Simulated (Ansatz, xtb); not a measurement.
Ranking isomers of C3H7BGeN2

12 gas-phase structures of C3H7BGeN2, from a drawn sample of its isomers (lower ones may exist). Each was relaxed with GFN2-xTB:

A. `Bc1cc[n]([GeH3])n1`, a singlet
B. `Bc1c[c]([GeH3])n[nH]1`, a singlet
C. `Bc1n[nH]c[c]1[GeH3]`, a singlet
D. `Bc1c[nH]n[c]1[GeH3]`, a singlet
E. `Bc1ccn[n]1[GeH3]`, a singlet
F. `Bn1cc[c]([GeH3])n1`, a singlet
G. `Bc1cn[n]([GeH3])c1`, a singlet
H. `Bc1cn[nH][c]1[GeH3]`, a singlet
I. `Bn1ncc[c]1[GeH3]`, a singlet
J. `Bc1[nH]nc[c]1[GeH3]`, a singlet
K. `Bc1c[c]([GeH3])[nH]n1`, a singlet
L. `Bn1c[c]([GeH3])cn1`, a singlet

Task: Estimate their order in r2SCAN-D4/def2-SVP energy at these geometries, lowest first.

Result: Calculated order at r2SCAN-D4/def2-SVP: I (0.000), L (0.004), F (0.060), E (0.453), G (0.479), J (0.532), H (0.580), B (0.593), A (0.645), D (0.646), C (0.731), K (0.746) eV. Less than 1 kcal/mol parts I and L; E and G; H and B; A and D; C and K, so the order within those pairs means little.

Energies above the lowest of each column, in eV; the last columns are at PBE0-D3(BJ)/def2-SVP geometries and were run for some of them only (a dash: not run or not comparable):

```
structure  GFN2-xTB  HF/STO-3G  r2SCAN-D4/def2-SVP  PBE0-D3(BJ)/def2-SVP  CCSD(T)/def2-SVP + ΔMP2/def2-TZVPP
        I     0.003      0.030               0.000                 0.011                               0.008
        L     0.043      0.000               0.004                 0.000                               0.000
        F     0.000      0.018               0.060                 0.068                               0.071
        E     0.263      0.556               0.453                 0.467                               0.494
        G     0.337      0.522               0.479                 0.457                               0.466
        J     0.873      1.065               0.532                 0.555                               0.670
        H     0.922      1.032               0.580                     –                                   –
        B     0.852      1.065               0.593                     –                                   –
        A     0.459      0.656               0.645                     –                                   –
        D     0.909      1.096               0.646                     –                                   –
        C     1.050      1.217               0.731                     –                                   –
        K     1.044      1.162               0.746                     –                                   –
```

CCSD(T)/def2-SVP + ΔMP2/def2-TZVPP puts L lowest of those it was run on, with I within 1 kcal/mol; GFN2-xTB picks F. CCSD(T)/def2-SVP + ΔMP2/def2-TZVPP orders those it was run on as L (0.000), I (0.008), F (0.071), G (0.466), E (0.494), J (0.670) eV. Less than 1 kcal/mol parts L and I; G and E, so the order within those pairs means little. Flexible structures stand in one conformer each, not always the lowest. Frequencies (GFN2-xTB) were run for E, F, G, I, J, L alone. ΔMP2 is the change of the MP2 energy from the smaller to the larger basis.

Over these structures GFN2-xTB departs from r2SCAN-D4/def2-SVP by 0.196 eV on average once a common shift is removed. A GFN2-xTB relaxation took about 0.11 s and the r2SCAN-D4/def2-SVP energy about 3.9 s on a shared host (Ansatz 0.2.0, xtb 6.7.1).
